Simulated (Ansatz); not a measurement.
[Li(H2O)4]+ (LiO4H8⁺). The state is a singlet with charge 1. Geometry r2SCAN-D4/def2-SVP; atoms count from 1.

Cartesian coordinates in Å:
```
Li 0.0008 0.0008 0.0030
O -0.8873 -0.3040 1.6855
H -1.0030 0.3458 2.3921
H -1.3772 -1.0838 1.9794
O -1.1166 -0.6883 -1.4072
H -0.8238 -1.2574 -2.1320
H -2.0759 -0.6260 -1.5089
O 1.7071 -0.8938 -0.0173
H 2.4695 -0.7307 -0.5887
H 2.0093 -1.5531 0.6222
O 0.2975 1.8860 -0.2614
H 0.9763 2.4569 0.1227
H -0.1768 2.4475 -0.8895
```

Estimate the Mulliken populations from the PBE0/def2-TZVP orbitals of Ansatz.


```
atom  charge (e)
 Li1        0.81
  O2       -0.70
  H3        0.37
  H4        0.37
  O5       -0.70
  H6        0.37
  H7        0.37
  O8       -0.70
  H9        0.37
 H10        0.37
 O11       -0.70
 H12        0.37
 H13        0.37
```
Mulliken values and Mayer orders depend strongly on the basis.
